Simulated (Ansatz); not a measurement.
The same redistribution along the group Al, Ga, In.

Calculated with Ansatz (gas phase, PBE0-D4/def2-TZVP geometries, no zero-point term in ΔE). CCSD(T)/CBS is the MP2 limit (def2-TZVPP, def2-QZVPP) plus CCSD(T) − MP2 in def2-TZVPP, frozen cores. def2 core potentials past Kr. For Br, Ga, In outer-core shells are correlated without core-valence functions, which leaves a few kJ/mol of doubt a bond. Scalar relativity is left out up to krypton. One conformer a species, not always the lowest.

(1) Order these by ΔE at CCSD(T)/CBS, lowest first. (An estimate is asked.)
A. `[Br][InH][Br]` + `C=C[SiH2]O[SiH3]` → `[SiH3][O][InH][Br]` + `C=C[SiH2]Br`
B. `[Br][AlH][Br]` + `C=C[SiH2]O[SiH3]` → `[SiH3][O][AlH][Br]` + `C=C[SiH2]Br`
C. `[Br][GaH][Br]` + `C=C[SiH2]O[SiH3]` → `[SiH3][O][GaH][Br]` + `C=C[SiH2]Br`

Largest T1 diagnostic: 0.013, for `[SiH3][O][InH][Br]`.

## Answers

(1) B (+12.5 kJ/mol), C (+61.2 kJ/mol), A (+94.4 kJ/mol).
